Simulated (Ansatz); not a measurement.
**Worked example: SiH2(CH3)(OH) + C3H9BO2 → SiH(CH3)(OH)2 + C3H9BO**

Species: SiH2(CH3)(OH), singlet; C3H9BO2 `CC(C)B(O)O`, singlet; SiH(CH3)(OH)2, singlet; C3H9BO `CC(C)BO`, singlet. The partners trade H for OH: Si–H and B–OH bonds give way to Si–OH and B–H.

Shapes, held fixed at every level: PBE0-D4/def2-TZVP. Flexible molecules stand in one conformer, not always the lowest. Programs: Ansatz 0.2.0. Electronic energies: no zero-point or thermal term.

At CCSD(T)/CBS estimate; 1 Eh = 2625.50 kJ/mol:

```
      species  energy (Eh)
SiH2(CH3)(OH)  -405.969455
      C3H9BO2  -294.848228
SiH(CH3)(OH)2  -481.210218
       C3H9BO  -219.600436
```

Q: Work out ΔE of the reaction at this level.

A: 
1. Products less reactants: (-481.210218) + (-219.600436) − [(-405.969455) + (-294.848228)] = 0.007029 Eh = +18.5 kJ/mol.

Other levels give +18.7 (B2PLYP/def2-TZVPP) to +24.7 kJ/mol (PBE0-D4/def2-TZVPP). No measured value is set beside it here. The CBS estimate extrapolates MP2 from def2-TZVPP and def2-QZVPP and adds CCSD(T) − MP2 in the triple-zeta set, cores frozen.
